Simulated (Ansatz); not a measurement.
Coupled-cluster run, C₂H₆SSi, SMILES `C1[SiH2]CS1`.

```yaml
crystal:
  periodic: [false, false, false]
  atoms:
    - {symbol: C, position_ang: [-1.119831, 0.378915, -0.678066]}
    - {symbol: Si, position_ang: [0.037481, -0.936555, 0.005350]}
    - {symbol: C, position_ang: [1.080422, 0.455401, 0.720628]}
    - {symbol: S, position_ang: [0.202012, 1.616478, -0.393078]}
    - {symbol: H, position_ang: [-1.391391, 0.304034, -1.730270]}
    - {symbol: H, position_ang: [-2.008383, 0.597293, -0.083956]}
    - {symbol: H, position_ang: [0.753182, -1.653582, -1.081277]}
    - {symbol: H, position_ang: [-0.529389, -1.939338, 0.951903]}
    - {symbol: H, position_ang: [2.150972, 0.427181, 0.521602]}
    - {symbol: H, position_ang: [0.908126, 0.698673, 1.770063]}
basis:
  gaussian: {orbitals: def2-SVP}
correlation: {method: ccsd_t}
```

```sh
$ ansatz run in.yaml --threads 2 --pin off --events-out ev --progress --plain --max-ram 4352MiB
```

The program prints (abridged):

```
Functional definition: HF
930 factors; integrals over basis functions are off by at most 1.3e-3 eV
mean field evaluation 1: about -20825.8095 eV, gradient 2.2e1 eV
mean field evaluation 2: about -20825.8130 eV, gradient 2.2e1 eV
mean field evaluation 4: about -20827.4257 eV, gradient 2.8e0 eV
mean field evaluation 8: about -20827.4512 eV, gradient 4.0e-5 eV
mean field -20827.45124293 eV, -765.3947158243 hartree, gradient 2.1e-6 eV, S^2 0.000000; 0 other end points of the search recorded, 0 dependent functions left out
12 core orbitals not correlated: weight in the atoms' cores, before any rotation towards them, 1.000 or more for the frozen orbitals, at most 0.000 for the correlated occupied ones
reference -20827.45124293 eV, -765.3947158243 hartree; 12, 12 occupied and 70, 70 virtual orbitals, 930 factors
second order -13.78383573 eV of doubles, -0.00000000 eV of singles
cycle   1  -14.72750691 eV  change   -9.4e-1 eV  update   8.5e-2
cycle   2  -15.17882629 eV  change   -4.5e-1 eV  update   2.6e-2
cycle   3  -15.23571492 eV  change   -5.7e-2 eV  update   9.0e-3
cycle   4  -15.23504493 eV  change    6.7e-4 eV  update   2.5e-3
cycle   5  -15.23513587 eV  change   -9.1e-5 eV  update   7.7e-4
cycle   6  -15.23500440 eV  change    1.3e-4 eV  update   2.5e-4
cycle   7  -15.23496876 eV  change    3.6e-5 eV  update   7.7e-5
cycle   8  -15.23496960 eV  change   -8.4e-7 eV  update   2.7e-5
perturbative correction -0.49880328 eV, -0.0183306824 hartree
Total energy: -20843.18501581 eV, -765.9729213127 hartree
```

Run time 1.6 s (2 threads of an AMD EPYC 9R45 on a shared host); peak host memory 0.45 GiB.

The correlation energy is -15.734 eV, 3.2 % of it from (T); the T1 diagnostic reads 0.0102.
